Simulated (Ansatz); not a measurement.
CH$_{4}$BFO$_{2}$, SMILES `OBOCF`. The species carries charge 0 and has multiplicity 1. The structure was optimised at the PBE0-D4/def2-TZVP level. It is one conformer, not always the lowest.

```xyz
9

O     1.712   -1.340   -0.720
B     0.866   -0.301   -0.567
O    -0.243   -0.450    0.224
C    -1.074    0.622    0.477
F    -0.673    1.248    1.627
H     1.449   -2.112   -0.210
H     1.087    0.727   -1.137
H    -2.086    0.246    0.637
H    -1.038    1.360   -0.331
```

**Question.** What is the dipole moment at ωB97M-V/def2-TZVPP? (Estimate.)

**Answer.** Ansatz gave: 1.72 D, with components (-1.42, -0.75, -0.60) D in this frame, pointing from negative to positive charge.

**Question.** And with PBE, r2SCAN, B3LYP? (An estimate is asked.)

**Answer.** Computed: PBE 1.63 D, r2SCAN 1.68 D, B3LYP 1.72 D.

**Question.** Give the Mulliken charges with ωB97M-V, r2SCAN, PBE in def2-TZVPP. (Estimate.)

**Answer.** The calculation gave: 
| atom | ωB97M-V | r2SCAN | PBE |
| --- | --- | --- | --- |
| O1 | -0.27 | -0.30 | -0.23 |
| B2 | 0.19 | 0.27 | 0.16 |
| O3 | -0.31 | -0.32 | -0.24 |
| C4 | 0.18 | 0.30 | 0.16 |
| F5 | -0.22 | -0.23 | -0.19 |
| H6 | 0.19 | 0.21 | 0.20 |
| H7 | 0.03 | -0.03 | -0.03 |
| H8 | 0.11 | 0.05 | 0.09 |
| H9 | 0.09 | 0.05 | 0.07 |

B3LYP here is the variant with VWN-RPA as its local correlation; programs differ in this.
